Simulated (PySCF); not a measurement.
Estimate the missing entries of this data sheet.

C₂H₈O₃Si₃.
SMILES: `O=C[C@@H]1[SiH2]O[Si@H]1O[SiH3]`

Conformer (atom-mapped SMILES and torsion angles): `[O:1]=[CH:2][C@@H:3]1[SiH2:4][O:5][Si@H:6]1[O:7][SiH3:8]`: O1–C2–C3–Si4 46°, O5–Si6–O7–Si8 6°.

| property | level | value |
| --- | --- | --- |
| point group of the GFN2-xTB geometry | GFN2-xTB | C1 |
| rotational constants A, B, C of the GFN2-xTB geometry | GFN2-xTB | 2.400, 0.739, 0.649 GHz |
| dipole moment | CAM-B3LYP/def2-SVPD | 3.48 D |
| HOMO energy | CAM-B3LYP/def2-SVPD | -8.89 eV |
| LUMO energy | CAM-B3LYP/def2-SVPD | 0.22 eV |
| lowest singlet excitation | TDDFT CAM-B3LYP/def2-SVPD | 4.41 eV (281 nm, f = 0.000) |
| strongest line among the 8 lowest singlet transitions | TDDFT CAM-B3LYP/def2-SVPD | S3 at 6.66 eV (186 nm, f = 0.172) |
| lowest triplet excitation (Tamm–Dancoff) | TDA CAM-B3LYP/def2-SVPD | ? |
| static isotropic polarisability | CAM-B3LYP/def2-SVPD | ? |
| electronic spatial extent ⟨r²⟩ about the centre of nuclear charge | CAM-B3LYP/def2-SVPD | 1799 bohr² |
| 13C chemical shifts (computed TMS as zero) by class | GIAO PBE0/pcSseg-1 | ? |
| 1H chemical shifts (computed TMS as zero) by class | GIAO PBE0/pcSseg-1 | 10.03 (1 H), 5.52 (1 H), 5.29 (1 H), 5.23 (3 H), 5.06 (1 H), 3.46 (1 H) ppm |
| isotropic shieldings of nuclei other than C and H, by class | GIAO PBE0/pcSseg-1 | ? |

Electronic properties: PySCF, gas phase, density fitting. GFN2-xTB frequencies show an imaginary mode (37i cm⁻¹), so this geometry is no minimum at that level.

(1) What is the lowest triplet excitation (Tamm–Dancoff)?

(2) Give the isotropic shieldings of nuclei other than C and H, by class.

(3) The 13C chemical shifts (computed TMS as zero) by class?

(4) The static isotropic polarisability?

Answers

(1) 3.88 eV.

(2) -306 (1 O), 222 (1 O), 273 (1 O), 356 (1 Si), 377 (1 Si), 389 (1 Si) ppm.

(3) 202.4 (1 C), 57.7 (1 C) ppm.

(4) 100.2 au.

In atomic units the dipole is 1.37 e·bohr (1 au = 2.5417 D). With B = h/(8π²I), that is 505.379 GHz u Å² over I, the principal moments of inertia are 210.6, 683.7 and 778.2 u Å² (most abundant isotopes); the inertial defect Ic − Ia − Ib is -116.1 u Å² (zero for a rigid planar frame, negative otherwise). The polarisability is 14.85 Å³ as a volume (1 au = 0.148185 Å³), or 1.17 au for each of the 86 electrons. The vertical singlet–triplet gap S1 − T1 is 0.53 eV (TDDFT singlet less Tamm–Dancoff triplet; S1: HOMO→LUMO, weight 0.78; T1: HOMO→LUMO, weight 0.76).

One conformer stands for the species.
